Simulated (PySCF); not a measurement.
`CSc1ccc2c(c1)Sc1ccccc1O2`, C13H10OS2

Geometry:
| atom | x (Å) | y (Å) | z (Å) |
| --- | --- | --- | --- |
| C1 | -5.007 | -0.159 | 0.548 |
| S2 | -4.482 | 0.443 | -1.081 |
| C3 | -2.721 | 0.356 | -1.021 |
| C4 | -2.032 | 0.778 | -2.156 |
| C5 | -0.656 | 0.745 | -2.182 |
| C6 | 0.072 | 0.288 | -1.085 |
| C7 | -0.619 | -0.138 | 0.042 |
| C8 | -2.007 | -0.102 | 0.074 |
| S9 | 0.199 | -0.759 | 1.487 |
| C10 | 1.890 | -0.437 | 1.063 |
| C11 | 2.851 | -0.674 | 2.036 |
| C12 | 4.191 | -0.465 | 1.770 |
| C13 | 4.577 | -0.012 | 0.521 |
| C14 | 3.624 | 0.235 | -0.449 |
| C15 | 2.273 | 0.025 | -0.192 |
| O16 | 1.432 | 0.301 | -1.233 |
| H17 | -6.091 | -0.106 | 0.542 |
| H18 | -4.690 | -1.189 | 0.684 |
| H19 | -4.611 | 0.484 | 1.328 |
| H20 | -2.586 | 1.132 | -3.011 |
| H21 | -0.109 | 1.071 | -3.052 |
| H22 | -2.495 | -0.445 | 0.972 |
| H23 | 2.528 | -1.031 | 3.003 |
| H24 | 4.926 | -0.656 | 2.536 |
| H25 | 5.620 | 0.153 | 0.299 |
| H26 | 3.900 | 0.593 | -1.429 |

The calculation used TDDFT B3LYP/def2-SVPD excited states, vertical, gas phase (PySCF). Geometry: GFN2-xTB.

Q: How strongly do the lowest singlets absorb one photon, and two photons of half the energy?

A: δ for parallel linear polarisation; σ at the peak of a Lorentzian of half width 0.1 eV, single beam; Ω is circular over linear.
```csv
state,E (eV),f,photon λ (nm),δ (au),σ (GM),Ω,main
S1,3.61,0.003,686,250,1.19,0.78,HOMO→LUMO 0.97
S2,3.90,0.020,636,567,3.15,0.74,HOMO→LUMO+1 0.91
S3,4.05,0.066,612,150,0.90,0.92,"HOMO→LUMO+2 0.84, HOMO−1→LUMO 0.09"
S4,4.43,0.001,559,3.69,0.03,0.90,"HOMO→LUMO+3 0.75, HOMO→LUMO+4 0.18"
S5,4.60,0.292,539,415,3.22,1.25,"HOMO−1→LUMO 0.74, HOMO−1→LUMO+1 0.10"
```
